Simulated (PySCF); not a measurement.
Radial density of Cu⁻ (copper, charge -1)

UHF, [Ar] 3d10 4s2, closed-shell 1S. Calculation: PySCF 2.14, in aug-cc-pVQZ-PP with ECP10MDF (7s7p6d4f3g2h, 135 functions); scalar relativity through the core potential. This is the valence pseudo-density: the core potential removes the inner electrons and smooths the orbitals near the nucleus.

```tsv
r (bohr)	4πr²ρ (e/bohr)
0.00612	1.727e-05
0.0103	4.331e-05
0.0173	0.0001124
0.0291	0.0004172
0.0490	0.003488
0.0824	0.04124
0.139	0.4182
0.233	2.925
0.392	13.47
0.659	22.40
1.11	9.297
1.87	1.934
3.14	0.6050
5.28	0.2448
8.88	0.06133
14.9	0.001690
```

Energies and moments cover only the electrons outside the core potential.
